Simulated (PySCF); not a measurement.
## Field gradients at the hydrogen positions

Compound: C₃H₁₂ClNSi₂.
Cartesian coordinates in Å at the GFN2-xTB level; atoms count from 1:
```
atom  x, y, z in Å
C1    -2.074   -0.019    0.628
C2    -1.221   -0.505   -0.541
C3    -0.886    0.664   -1.464
Si4    0.365   -1.376    0.095
Cl5    1.325   -2.105   -1.559
Si6    1.756   -0.009    1.336
N7     2.376    1.183    0.257
H8    -2.997    0.433    0.267
H9    -1.535    0.728    1.207
H10   -2.335   -0.842    1.290
H11   -1.819   -1.225   -1.114
H12   -0.310    0.326   -2.322
H13   -0.305    1.415   -0.932
H14   -1.797    1.135   -1.831
H15   -0.072   -2.587    0.809
H16    2.789   -0.789    2.045
H17    1.061    0.773    2.363
H18    2.980    1.909    0.611
H19    2.689    0.899   -0.658
```

Level: PBE0/pcSseg-1 (PySCF, non-relativistic); Q(2H) = 0.00286 b; rigid geometry, the same for H and D, with no vibrational averaging.

**Question.** Rank these positions by the coupling χzz of a deuteron there, largest first.
A. H17 (Si–H hydrogen)
B. H18 (N–H hydrogen)
C. H11 (methine hydrogen)
D. H16 (Si–H hydrogen)
E. H14 (methyl hydrogen)

**Answer.** B (288 kHz), E (210 kHz), C (201 kHz), A (108 kHz), D (102 kHz).

**Question.** Give the electric field gradient Vzz (the principal value of largest size), its asymmetry and the 2H coupling at each hydrogen.

**Answer.** 
```tsv
atom	bonded to	bond length (Å)	Vzz (au)	η	χzz (kHz)
H8	C1	1.089	0.3130	0.02	210
H9	C1	1.088	0.3121	0.03	210
H10	C1	1.088	0.3148	0.02	212
H11	C2	1.097	0.2985	0.02	201
H12	C3	1.088	0.3125	0.02	210
H13	C3	1.088	0.3069	0.03	206
H14	C3	1.090	0.3128	0.02	210
H15	Si4	1.472	0.1562	0.04	105
H16	Si6	1.476	0.1522	0.03	102
H17	Si6	1.467	0.1606	0.03	108
H18	N7	1.008	0.4279	0.16	288
H19	N7	1.008	0.4241	0.17	285
```

**Question.** Average by the element that carries the hydrogen.

**Answer.** on C: 208 kHz over 7 positions, mean bond length 1.090 Å; on Si: 105 kHz over 3 positions, mean bond length 1.471 Å; on N: 286 kHz over 2 positions, mean bond length 1.008 Å.

**Question.** Give the 2H NMR doublet splittings at H9 for a magnetic field along the z, y and x axes of the gradient: 3χ/2, 3χ(1 + η)/4, 3χ(1 − η)/4.

**Answer.** With |χ| = 209.7 kHz and η = 0.025: 315, 161 and 153 kHz, to first order and without motion.

Isolated species at its GFN2-xTB geometry (one conformer only). GFN2-xTB bond lengths can be off by several hundredths of an ångström, more for odd bonds, and the gradients follow them. With a basis this small, the couplings can be 20 % off.
